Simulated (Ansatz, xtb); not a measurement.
## BrF2GeHSn: which of two structures lies lower

Structure I: a singlet given by its coordinates. Structure II: a singlet given by its coordinates. Both are isolated molecules in the gas phase, relaxed with PBE-D3(BJ)/def2-SVP.

I (Å):

```xyz
6

Br   -1.1560   -1.8236   -0.1562
F     0.7701    0.6857   -0.1007
F     1.4846   -1.0454   -1.9838
Ge    1.4363   -1.1452   -0.2067
Sn   -1.2699    0.8389   -0.9951
H    -1.9108    1.3093    0.6285
```

Close contacts (Å): Br1–Ge4 2.68, Br1–Sn5 2.79, F2–Ge4 1.95, F2–Sn5 2.23, F3–Ge4 1.78, Sn5–H6 1.81.

II (Å):

```
atom    x (Å)    y (Å)    z (Å)
  Br  -3.8437   3.4670   0.8593
   F  -4.2439   0.1786  -0.3473
   F  -2.2368   1.3170  -1.4264
  Ge  -2.3285  -0.3824  -0.3832
  Sn  -4.2612   2.1579  -1.2981
   H  -2.0413   0.4168   0.9943
```

Close contacts (Å): Br1–Sn5 2.56, F2–Ge4 2.00, F2–Sn5 2.20, F3–Ge4 2.00, F3–Sn5 2.20, Ge4–H6 1.62.

Problem. Which of the two would you expect CCSD(T)/def2-SVP + ΔMP2/def2-TZVPP electronic energies to favour?

Solution. Structure II; the calculation gives E(II) − E(I) = −0.137 eV.

How the difference moves with the method:

| level | geometry | E(II) − E(I) (eV) | departure from the last row (eV) | job, with rough time for the two |
| --- | --- | --- | --- | --- |
| PBE-D3(BJ)/def2-SVP | PBE-D3(BJ)/def2-SVP | −0.131 | +0.007 | optimisation, 23 s |
| HF/def2-SVP | PBE-D3(BJ)/def2-SVP | −0.343 | −0.206 | part of the CCSD(T) run |
| MP2/def2-SVP | PBE-D3(BJ)/def2-SVP | −0.277 | −0.140 | part of the CCSD(T) run |
| CCSD(T)/def2-SVP | PBE-D3(BJ)/def2-SVP | −0.277 | −0.140 | single point |
| CCSD(T)/def2-SVP + ΔMP2/def2-TZVPP | PBE-D3(BJ)/def2-SVP | −0.137 |  | single point, 46 s |

The levels shown agree on the order. The largest departure from CCSD(T)/def2-SVP + ΔMP2/def2-TZVPP is that of HF/def2-SVP, 0.206 eV. Levels run at GFN2-xTB geometries aren't shown. The last row adds to CCSD(T) the change of the MP2 difference between the two basis sets, here +0.140 eV, a large step that makes the value less sure.

With harmonic frequencies from PBE-D3(BJ)/def2-SVP (ideal gas, rigid rotor, one conformer each, 298.15 K, 1 atm): on the last row, ΔE + ΔZPE = −0.110 eV. A mode under 50 cm⁻¹ makes harmonic enthalpies and free energies unreliable, so none is given.

The correlated steps freeze 24 core orbitals; the filled d shell of Br and Ge and Sn is correlated, in a basis made for valence electrons. Atoms past krypton carry core potentials in the def2 sets and no spin–orbit term is included. Programs: Ansatz 0.2.0; the last row on 2 threads of Intel(R) Xeon(R) 6975P-C (Granite Rapids) on a shared host.
